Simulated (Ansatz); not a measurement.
Geometry optimisation, RKS LDA/def2-mTZVP (Ansatz).

input.yaml

```yaml
crystal:
  periodic: [false, false, false]
  atoms:
    - { symbol: B, position_ang: [0.0, 0.0, 0.0] }
    - { symbol: O, position_ang: [0.0, 0.0, 1.41] }
    - { symbol: H, position_ang: [-0.9095, -0.2814, 1.7471] }
    - { symbol: Cl, position_ang: [1.6108, 0.0, -0.93] }
    - { symbol: F, position_ang: [-1.1431, 0.0, -0.66] }
basis:
  gaussian: { orbitals: def2-mTZVP }
hamiltonian:
  xc: lda
relax:
  f_tol: 0.02
  max_steps: 40
```

Run as:

```bash
$ ansatz run input.yaml --threads 1 --pin off --max-ram 2048MiB --backend cpu --events-out ev --progress --plain --runs-dir out
```

Question: Where does it end, and by what steps?

Answer: The run converged. After 5 steps the energy has fallen by 0.290 eV; O2 moved furthest, 0.13 Å.

```tsv
step	energy less start (eV)	largest force component (eV/Å)	accepted
0	0.0000	2.190	yes
1	-0.2133	1.315	yes
2	-0.2699	1.008	yes
3	-0.2761	0.847	yes
4	-0.2892	0.152	yes
5	-0.2898	0.016	yes
```

```xyz
5
Properties=species:S:1:pos:R:3
B 0.012 -0.035 0.011
O 0.018 -0.117 1.350
H -0.878 -0.161 1.741
Cl 1.528 0.051 -0.856
F -1.123 -0.018 -0.678
```

Whether the end is a true minimum wasn't checked by a vibrational analysis.

Run time: 10 s on 1 thread of Arm Neoverse V1, with other jobs on the host, peak memory 0.14 GiB.
